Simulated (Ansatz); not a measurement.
`F[B]([SiH3])[AlH][AsH2]` + `N[SiH3]` → `[SiH3]N[AsH2]` + `F[B]([AlH2])[SiH3]`  (cleavage of the As–Al bond)

Calculated with Ansatz (gas phase, PBE0-D4/def2-TZVP geometries, no zero-point term in ΔE). CBS: MP2 limit from def2 TZ/QZ plus the TZ coupled-cluster correction, frozen cores. This one scheme is used for every species. DFT in def2-TZVPP. B3LYP here is the variant with VWN-RPA as its local correlation; programs differ in this. HSE06 is defined as in plane-wave codes. For As outer-core shells are correlated without core-valence functions, which leaves a few kJ/mol of doubt a bond. Scalar relativity is left out up to krypton. Each species was taken in one conformer, which may not be the lowest.

```csv
level,ΔE (kJ/mol),difference from CCSD(T)/CBS
LDA (SPW92),108.7,7.8
PBE-D4,106.1,5.2
revPBE-D4,99.3,-1.6
BLYP-D4,92.1,-8.8
B97M-V,85.6,-15.3
r2SCANh-D4,107.1,6.2
r2SCAN0-D4,107.5,6.6
HSE06-D4,107.1,6.2
ωB97X-V,92.1,-8.8
ωB97M-V,95.7,-5.2
B2PLYP,97.0,-3.9
PBE-QIDH,103.8,2.9
PBE,108.1,7.2
revPBE,107.8,6.9
BLYP,97.4,-3.5
r2SCAN,106.7,5.8
PBE0,108.0,7.1
B3LYP,98.1,-2.8
r2SCANh,107.1,6.2
r2SCAN0,107.6,6.7
HSE06,108.3,7.4
BHLYP,95.7,-5.2
CAM-B3LYP,93.0,-7.9
LC-ωPBE,99.2,-1.7
RPA@PBE/def2-TZVPP,87.4,-13.5
HF/def2-SVP,86.7,-14.2
MP2/def2-SVP,95.2,-5.7
CCSD/def2-SVP,92.8,-8.1
CCSD(T)/def2-SVP,93.0,-7.9
HF/def2-TZVPP,87.5,-13.4
MP2/def2-TZVPP,98.2,-2.7
SCS-MP2/def2-TZVPP,90.5,-10.4
CCSD/def2-TZVPP,95.5,-5.4
CCSD(T)/def2-TZVPP,96.7,-4.2
HF/def2-QZVPP,85.7,-15.2
MP2/def2-QZVPP,100.0,-0.9
SCS-MP2/def2-QZVPP,92.0,-8.9
HF/CBS(def2),85.4,-15.5
MP2/CBS(def2),102.4,1.5
CCSD/CBS(def2),99.7,-1.2
CCSD(T)/CBS,100.9,0
```

Largest T1 diagnostic among the species: 0.015.

The D4 term adds −3.4 kJ/mol with B3LYP and −1.4 kJ/mol with PBE0; it sums over pairs of atoms, weighted by their polarisabilities, and B3LYP, whose exchange is more repulsive, gets the larger term. At CCSD(T), def2-SVP lies −7.9 kJ/mol from the extrapolated value and def2-TZVPP −4.2 kJ/mol.
